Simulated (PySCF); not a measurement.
Gas-phase reaction: 2 TaCl5 + 3 H2 + 2 N = 2 TaCl4NH2 + 2 HCl. Level: PBE0/def2-QZVP†; standard pressure 1 bar.

Energies from PySCF, thermal terms from the rigid-rotor harmonic-oscillator model, ideal gas at 1 bar. † marks an energy on the PBE0/def2-TZVP geometry and frequencies. Open shells (unrestricted): N (multiplicity 4); the rest are closed-shell singlets. Ta: scalar-relativistic def2 core potential, no spin-orbit coupling. TaCl4NH2: computed as isolated molecules; such fragments, hydroxides, amides, oligomers or adducts are transient or little studied in the gas. The harmonic model lacks anharmonicity and excited electronic states, which grow with temperature; levels with a mode under 35 cm⁻¹ are left out. Soft modes under 120 cm⁻¹ make the harmonic entropy rough for TaCl5, TaCl4NH2.

```json
[
 {"T (K)": "1200", "1000/T (1/K)": "0.8333", "log10 K": "27.67"},
 {"T (K)": "1400", "1000/T (1/K)": "0.7143", "log10 K": "21.13"},
 {"T (K)": "1600", "1000/T (1/K)": "0.6250", "log10 K": "?"},
 {"T (K)": "1800", "1000/T (1/K)": "0.5556", "log10 K": "12.43"},
 {"T (K)": "2000", "1000/T (1/K)": "0.5000", "log10 K": "9.39"},
 {"T (K)": "2500", "1000/T (1/K)": "0.4000", "log10 K": "3.95"}
]
```

Problem. Fit log10 K = a + b·(1000/T) to the five rows, get the mean ΔH° and ΔS°, and predict log10 K at 1600 K.

Solution. Means: 1000/T = 0.6006, log10 K = 14.914. Sums of products about the means: Sxy = 6.54195, Sxx = 0.119463, so b = Sxy/Sxx = 54.76 and a = 14.914 − (54.76)×0.6006 = -17.98.
ΔH° = −R ln 10 × 1000 K × b = −19.145 × (54.76) = -1048 kJ; ΔS° = R ln 10 × a = -344 J/K. The run's own values go from -1051 kJ and -346 J/K at 1200 K to -1038 kJ and -340 J/K at 2500 K.
Prediction at 1600 K: -17.98 + (54.76)×0.6250 = 16.25. The computed value is 16.23, 0.02 from the line.
For scale, ΔH°(298 K) is -1035 kJ at this level, -1021 kJ at ωB97M-V/def2-TZVP†, and runs from -1263 to -520 kJ over the 16 levels computed.
